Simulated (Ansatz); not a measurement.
Start from `[NH2][Al]([OH])[F]` and change one atom or group to get `[NH2][Al]([F])[SiH3]`.

Ansatz, PBE0-D4/def2-TZVP geometries, multiplicity 1. Each molecule was computed in one conformer, which needn't be the lowest.

```json
{"property": "HOMO–LUMO gap (B3LYP/def2-TZVPP) / eV", "`[NH2][Al]([OH])[F]`": "6.69"}
{"property": "HOMO energy (PBE0/def2-TZVPP) / eV", "`[NH2][Al]([OH])[F]`": "-7.71"}
{"property": "HOMO–LUMO gap (PBE0/def2-TZVPP) / eV", "`[NH2][Al]([OH])[F]`": "7.29"}
{"property": "HOMO–LUMO gap (ωB97M-V/def2-TZVPP) / eV", "`[NH2][Al]([OH])[F]`": "11.23"}
{"property": "size of the dipole moment (B3LYP/def2-TZVPP) / D", "`[NH2][Al]([OH])[F]`": "3.34"}
{"property": "LUMO energy (B3LYP/def2-TZVPP) / eV", "`[NH2][Al]([OH])[F]`": "-0.77"}
```

(1) What does the change do to each property? (Estimate.)

Results:

(1) Ansatz gave: 
```tsv
property	`[NH2][Al]([F])[SiH3]`	shift
HOMO–LUMO gap (B3LYP/def2-TZVPP) / eV	6.49	-0.20
HOMO energy (PBE0/def2-TZVPP) / eV	-7.79	-0.08
HOMO–LUMO gap (PBE0/def2-TZVPP) / eV	6.91	-0.38
HOMO–LUMO gap (ωB97M-V/def2-TZVPP) / eV	10.93	-0.30
size of the dipole moment (B3LYP/def2-TZVPP) / D	2.12	-1.22
LUMO energy (B3LYP/def2-TZVPP) / eV	-1.05	-0.28
```

With PBE0 the HOMO falls by 0.08 eV and the LUMO falls by 0.46 eV, so the gap narrows by about 0.38 eV. PBE moves the HOMO by -0.15 eV and ωB97M-V by 0.00 eV. The zero-point energy changes by 28.7 kJ/mol with +6 modes. Dipoles are sizes alone; their direction can turn.

B3LYP here is the variant with VWN-RPA as its local correlation; programs differ in this.
